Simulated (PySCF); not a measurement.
Diatomics of In with the second period

PBE0 with double-zeta basis sets in PySCF, for the lowest determinant that a PBE0 search found; no spin–orbit coupling. De refers to high-spin ground-configuration atoms. A positive dipole means M(−)In(+).

| M | basis | state (unpaired electrons) | Re (Å) | ωe (cm⁻¹) | De (eV) | μ (D) |
| --- | --- | --- | --- | --- | --- | --- |
| Li | def2-SVP | singlet (closed shell) | 3.024 | 265 | 0.87 | -2.26 |
| C | x2c-SVPall | quartet (σ ↑, π ↑↑) | 2.204 | 488 | 3.00 | 2.61 |
| N | x2c-SVPall | triplet (π ↑↑) | 2.209 | 461 | 1.80 | 2.12 |
| O | def2-SVPD | doublet (π ↑) | 2.122 | 490 | 3.46 | 3.21 |
| F | def2-SVP | singlet (closed shell) | 1.996 | 565 | 5.26 | 2.86 |

The shortest bond is that of InF (1.996 Å), the longest that of LiIn (3.024 Å). InF is bound most strongly (5.26 eV) and LiIn least (0.87 eV).

The rows differ in basis set, which adds steps of its own.

The state changes along the series, so neighbouring rows are not always alike in their bonding.

Closed-shell solutions of metal pairs were not tested for spin polarisation, which can lower them a little. These are scalar-relativistic numbers at best; spin–orbit coupling would shift them, the dissociation energy most. States were picked by a PBE0 search and need not be the measured ground states.
